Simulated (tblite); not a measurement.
Problem. What does the GFN2-xTB structure of `c1(C)ncpc(CC)c1C` look like in three dimensions?

Solution. 
```
atom  x, y, z in Å
C1     2.6701   -0.1211    0.9363
C2     2.1487   -0.1404   -0.5009
C3     0.7791    0.4880   -0.5726
P4     0.7985    2.1611   -1.0988
C5    -0.8977    2.5049   -0.9627
N6    -1.8503    1.7020   -0.5619
C7    -1.6318    0.4489   -0.2032
C8    -2.8654   -0.2839    0.2305
C9    -0.3753   -0.1878   -0.1995
C10   -0.3441   -1.6263    0.2347
H11    2.6981    0.9030    1.3047
H12    3.6755   -0.5336    0.9811
H13    2.0261   -0.7010    1.5929
H14    2.8313    0.4422   -1.1262
H15    2.1422   -1.1619   -0.8860
H16   -1.2305    3.5036   -1.2319
H17   -3.6994    0.4117    0.2344
H18   -2.7417   -0.7021    1.2280
H19   -3.0918   -1.1009   -0.4538
H20   -0.6097   -1.7031    1.2892
H21    0.6307   -2.0799    0.0970
H22   -1.0729   -2.2039   -0.3322
```

Any rigid rotation of these coordinates is as good. Atoms count from 1 in this order. The 6-membered ring C3–P4–C5–N6–C7–C9 has internal angles of 98.9° to 127.9° (sum 720°, against 720° for a flat polygon); it is planar, 0.00 Å rms from its mean plane, widest ring torsion 1°. Of the pairs four or more bonds apart, H15···H21 is among the closest relative to their van der Waals radii: 2.02 Å, 84 % of the sum of Bondi's values. The C–C distances run from 1.389 Å (C3–C9, aromatic) to 1.529 Å (C1–C2, drawn single), a spread of 0.140 Å.

Bonds between heavy atoms (Å): C1–C2 1.529, C2–C3 1.509, C3–P4 1.754, P4–C5 1.736, C5–N6 1.309, N6–C7 1.322, C7–C8 1.499, C7–C9 1.409, C9–C10 1.503, C3–C9 1.389.

Computed geometry: GFN2-xTB, gas phase.

Point group: C1 (no symmetry element, even within 0.4 Å). Its GFN2-xTB frequencies are all real (lowest 59 cm⁻¹). The numbers are those of one conformer (C1–C2–C3–P4 98°).
